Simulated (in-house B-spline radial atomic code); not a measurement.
Configurations of I II (I+), with energies counted from [Kr] 4d10 5s2 (5p1/2)2 (5p3/2)2. Level of theory: Dirac-Hartree-Fock, average of each configuration as written, Fermi nucleus of rms radius 4.75 fm; calculated with an all-electron radial atomic-structure program (B-spline basis). Energies include first-order Breit, QED and recoil terms.

Occupations are held fixed; configurations that lie above the ionisation limit could autoionise.

```
                                                     configuration  E - E(ref) (eV)  highest orbital  its <r> (bohr)
                               [Kr] 4d10 5s2 (5p1/2)2 (5p3/2)1 7s1           14.453            7s1/2           9.818
                          [Kr] 4d10 5s2 (5p1/2)2 (5p3/2)1 (7d5/2)1           16.359            7d5/2           16.25
                                   [Kr] 4d10 5s1 (5p3/2)4 (9g9/2)1           33.572            9g9/2           55.71
             [Kr] (4d3/2)4 (4d5/2)5 5s2 (5p1/2)1 (5p3/2)3 (6f7/2)1           66.752            6f7/2           22.74
        [Ar] 3d10 4s2 (4p1/2)2 (4p3/2)3 4d10 5s2 (5p3/2)4 (9f5/2)1           155.32            9f5/2            55.8
[Ar] (3d3/2)4 (3d5/2)5 4s2 4p6 4d10 5s2 (5p1/2)1 (5p3/2)3 (7f7/2)1            638.5            7f7/2           32.19
[Ar] (3d3/2)3 (3d5/2)6 4s2 4p6 4d10 5s2 (5p1/2)2 (5p3/2)2 (6f5/2)1           648.41            6f5/2           22.74
```

Task: Order these further configurations by energy, lowest first.
A. [Ar] (3d3/2)3 (3d5/2)6 4s2 4p6 4d10 5s2 (5p1/2)1 (5p3/2)4
B. [Kr] 4d10 5s2 (5p3/2)3 (8p1/2)1
C. [Kr] 4d10 5s1 (5p1/2)1 (5p3/2)3 (9f5/2)1
D. [Kr] 4d10 5s2 (5p1/2)1 (5p3/2)3
E. [Ar] 3d10 4s2 (4p1/2)1 (4p3/2)4 4d10 5s2 (5p3/2)4 (6f5/2)1

Result: D (0.89258 eV), B (18.929 eV), C (31.733 eV), E (164.94 eV), A (630.87 eV).

Task: How far above the reference does [Kr] (4d3/2)4 (4d5/2)5 5s2 (5p3/2)4 (8p3/2)1 lie?

Result: 68.166 eV; its least bound orbital is 8p3/2 with <r> = 18.07 bohr.

Task: How far above the reference does [Kr] 4d10 5s2 (5p3/2)4 lie?

Result: 2.5505 eV; its least bound orbital is 5p3/2 with <r> = 2.363 bohr.
